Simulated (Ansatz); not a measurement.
Ansatz results at the PBE0-D4/def2-TZVP geometry: size of the dipole moment (B3LYP/def2-TZVPP) 1.73 D; ideal-gas entropy at 298 K and 1 bar (rigid rotor, harmonic PBE0-D4/def2-TZVP) 409 J/(mol·K); HOMO energy (ωB97M-V/def2-TZVPP) -10.69 eV.

Each molecule was computed in one conformer, which needn't be the lowest.

(1) Which molecule gave them?
A. `[SH][Sn]([Cl])([Cl])[Cl]`
B. `N#[C][SnH3]`
C. `[F][SnH2][C](F)(F)F`
D. `[SiH3][SnH3]`

Results:

(1) A. The others give `N#[C][SnH3]`: 4.30, 291, -11.78; `[F][SnH2][C](F)(F)F`: 2.92, 380, -11.37; `[SiH3][SnH3]`: 0.29, 307, -10.00.

B3LYP here is the variant with VWN-RPA as its local correlation; programs differ in this.
